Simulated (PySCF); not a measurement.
Si(F)2(I)(OH) (F2HIOSi), SMILES O[Si](F)(F)I.

Geometry: PBE0-D3(BJ)/def2-SVP. The structure was generated by enumeration, and PubChem lists no compound with its InChIKey, so it may never have been made. The def2 effective core potentials stand for the cores of I; spin–orbit coupling is left out. The values are those of a single conformer.

The numbers are results of PBE/def2-TZVP run with PySCF, not measurements.

- total energy = -862.65371 hartree
- point group = Cs
- highest occupied level = -7.11 eV
- lowest empty level = -1.55 eV
- orbital gap = 5.56 eV
- dipole moment = 1.28 D
- quadrupole, principal values (traceless, Buckingham form, about the centre of nuclear charge) = -7.10, -6.43, 13.53 D·Å
- mean static polarisability = 55.9 bohr³ (8.28 Å³)
- polarisability, principal values = 46.5, 48.9, 72.4 bohr³
